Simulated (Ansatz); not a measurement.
Reaction (isomerisation): `CC[Si]O[SiH3]` → `C=C[SiH2]O[SiH3]`

Calculated with Ansatz (gas phase, PBE0-D4/def2-TZVP geometries, no zero-point term in ΔE). CBS: MP2 limit from def2 TZ/QZ plus the TZ coupled-cluster correction, frozen cores. DFT in def2-TZVPP. B3LYP here is the variant with VWN-RPA as its local correlation; programs differ in this. HSE06 is defined as in plane-wave codes. One conformer a species, not always the lowest.

`CC[Si]O[SiH3]`:

```xyz
13

C    -1.400    0.515   -0.755
C    -0.693    1.324    0.335
Si    1.152    1.611   -0.060
O     1.742    0.072    0.043
Si    1.524   -1.521    0.379
H    -0.981   -0.490   -0.854
H    -1.317    0.996   -1.735
H    -2.466    0.399   -0.545
H    -0.776    0.809    1.303
H    -1.177    2.299    0.456
H     0.357   -1.720    1.280
H     1.291   -2.258   -0.889
H     2.745   -2.037    1.043
```

`C=C[SiH2]O[SiH3]`:

Z-matrix (Å, degrees):
```
Si
C 1 1.853
O 1 1.636 2 109.7
H 1 1.486 2 110.6 3 119.4
H 1 1.490 2 110.0 3 -120.8
C 2 1.330 1 123.1 3 -0.7
H 2 1.090 1 118.6 3 179.2
Si 3 1.633 1 145.9 2 -94.5
H 6 1.086 2 122.3 1 179.8
H 6 1.086 2 121.6 1 -0.4
H 8 1.486 3 109.5 1 104.6
H 8 1.484 3 109.0 1 -136.0
H 8 1.487 3 110.4 1 -15.6
```

CCSD(T)/CBS gives -0.58 eV.

Question: Another level gave -0.59 eV. Which?
A. B3LYP/def2-TZVPP
B. HSE06/def2-TZVPP
C. BHLYP/def2-TZVPP
D. revPBE-D4/def2-TZVPP

Answer: A. B3LYP -0.59, revPBE-D4 -0.39, BHLYP -0.66, HSE06 -0.48 eV.

Question: What do rigid-rotor, harmonic-oscillator terms from PBE0-D4/def2-TZVP frequencies (298.15 K, 1 bar) make of the CCSD(T)/CBS value? (Estimate.)

Answer: The calculation gave: ΔZPE = -0.13 eV, ΔH = -0.72 eV, ΔS = 3 J/(mol·K), ΔG = -0.73 eV. Modes under 50 cm⁻¹ make the entropy rough.

Largest T1 diagnostic among the species: 0.013.

From PBE to PBE0 (25 % exact exchange), in def2-TZVPP and without D4, ΔE moves by −0.06 eV. In def2-TZVPP, CCSD(T) changes the Hartree–Fock value by +0.31 eV (the triples alone add +0.01 eV) and MP2 by +0.27 eV. The D4 term adds +0.04 eV with B3LYP and +0.02 eV with PBE0; it sums over pairs of atoms, weighted by their polarisabilities, and B3LYP, whose exchange is more repulsive, gets the larger term.
